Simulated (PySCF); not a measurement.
H4OSiZn. Atoms are numbered in the order given.

```xyz
7

Zn    -0.0760     0.3711    -0.2280
O     -0.3968     1.9388    -0.9886
H     -0.4162     1.9721    -1.9522
Si     0.3284    -1.6000     0.9345
H      0.3877    -2.7743     0.0062
H     -0.7449    -1.8859     1.9391
H      1.6298    -1.5569     1.6743
```
Charge 0, spin multiplicity 1.

Geometry optimised at r2SCAN-D4/def2-SVP. The geometry has at least one imaginary mode, so it is a saddle point at that level. One conformer was computed; it need not be the lowest.

All values below come from PBE0/pcSseg-1 (PySCF).

GIAO shieldings, no solvent; atoms alike by connectivity are averaged. δ = σ(ref) − σ: ¹⁷O against H2O (σ = 334.2 ppm); ¹H against TMS (σ = 31.56 ppm); ²⁹Si against TMS (σ = 352.7 ppm), references at their B3LYP-D3(BJ)/def2-TZVP geometries, non-relativistic.

Computed chemical shifts:
```
nucleus       atoms  count  δ (ppm)
-------  ----------  -----  -------
¹⁷O              O2      1     30.2
¹H       H5, H6, H7      3     3.43
¹H               H3      1     1.44
²⁹Si            Si4      1   -137.2
```
